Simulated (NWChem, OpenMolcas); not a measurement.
RbBr (SMILES [Br][Rb]): methods side by side

RbBr: 2 atoms, total charge 0, spin state singlet. SMILES: `[Br][Rb]`. The bond length is the measured one.

```xyz
2

Br    0.0000    0.0000    0.0000
Rb    0.0000    0.0000    2.9447
```

Quantity: the dipole moment, in D. The values are calculated.

```json
{"level": "SVWN5/def2-TZVP (core potential)", "kind": "LDA", "program": "NWChem", "value (D)": "10.55", "CPU time": "14 s"}
{"level": "PBE/def2-TZVP (core potential)", "kind": "GGA", "program": "OpenMolcas", "value (D)": "10.56", "CPU time": "10 s"}
{"level": "revPBE/def2-TZVP (core potential)", "kind": "GGA", "program": "NWChem", "value (D)": "10.57", "CPU time": "17 s"}
{"level": "TPSS/def2-TZVP (core potential)", "kind": "meta-GGA", "program": "NWChem", "value (D)": "10.76", "CPU time": "18 s"}
{"level": "r2SCAN/def2-TZVP (core potential)", "kind": "meta-GGA", "program": "OpenMolcas", "value (D)": "11.07", "CPU time": "12 s"}
{"level": "B3LYP/def2-TZVP (core potential)", "kind": "global hybrid", "program": "OpenMolcas", "value (D)": "10.86", "CPU time": "9.9 s"}
{"level": "BHLYP/def2-TZVP (core potential)", "kind": "global hybrid", "program": "OpenMolcas", "value (D)": "11.17", "CPU time": "9.7 s"}
{"level": "wB97X/def2-TZVP (core potential)", "kind": "range-separated hybrid", "program": "NWChem", "value (D)": "11.30", "CPU time": "72 s"}
```

The values span 10.55 to 11.30 D. Times are those of the runs behind each value, whatever else they computed, on shared processors of several kinds: orders of magnitude only.
